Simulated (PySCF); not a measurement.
H6S, SMILES [H][S@OH18]([H])([H])([H])([H])[H].

Geometry optimised at ωB97X-D3(BJ)/def2-TZVP.

Level of theory: HF/def2-TZVPD in PySCF.

Symmetry labels are those of the subgroup D2h that the program uses (full group Oh).

Question: List the valence orbital energies around the gap with their symmetry. (Estimate from the structure and the level; the computed values follow.)

Answer: 
```csv
orbital,symmetry,energy (eV)
HOMO−7,B2u,-183.95
HOMO−6,B3u,-183.95
HOMO−5,Ag,-29.32
HOMO−4,B1u,-18.07
HOMO−3,B2u,-18.07
HOMO−2,B3u,-18.07
HOMO−1,Ag,-9.70
HOMO,Ag,-9.70
LUMO,Ag,1.25
LUMO+1,B1u,1.82
LUMO+2,B2u,1.82
LUMO+3,B3u,1.82
```
